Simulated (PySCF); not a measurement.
Relaxation of quartet CrS(OH)

Method: UPBE in PySCF with Cr def2-SVP, S def2-SVP, O def2-SVP, H def2-SVP; no relativity; density-fitted integrals. A (50,194) grid was used.

A hand-made linear (heavy-atom frame) start, of Cs symmetry, held to at least that symmetry:

```xyz
4
charge 0 multiplicity 4, angstrom
Cr    0.0073    0.0000    0.3316
S     0.0073    0.0000   -1.7184
O     0.0073    0.0000    2.1816
H    -0.7281    0.0000    2.7987
```

Optimiser trace:
| step | E − E(last) (kJ/mol) | largest gradient (Eh/bohr) |
| --- | --- | --- |
| 0 | 23.71 | 0.03669 |
| 1 | 15.75 | 0.01241 |
| 2 | 8.25 | 0.01965 |
| 3 | 4.31 | 0.01870 |
| 4 | 2.19 | 0.00671 |
| 5 | 1.85 | 0.00192 |
| 6 | 1.78 | 0.00170 |
| 7 | 1.38 | 0.00321 |
| 8 | 1.03 | 0.00661 |
| 9 | 0.78 | 0.00902 |
| 10 | 0.48 | 0.00828 |
| 11 | 0.07 | 0.00186 |
| 12 | 0.01 | 0.00159 |
| 13 | 0.00 | 0.00071 |
| 14 | 0.00 | 0.00015 |

It ends at Cs with Cr–O 1.756 Å, Cr–S 2.040 Å, O–H 0.974 Å; Cr–O–H 137.0°, O–Cr–S 145.0°. A frequency run shows a minimum.

The determinant is spin-contaminated (⟨S²⟩ = 3.95, pure value 3.75). Open d and f shells are described by one determinant, and the ground state may have another occupation or spin.

The relaxation took roughly 50 core-seconds on a shared host.
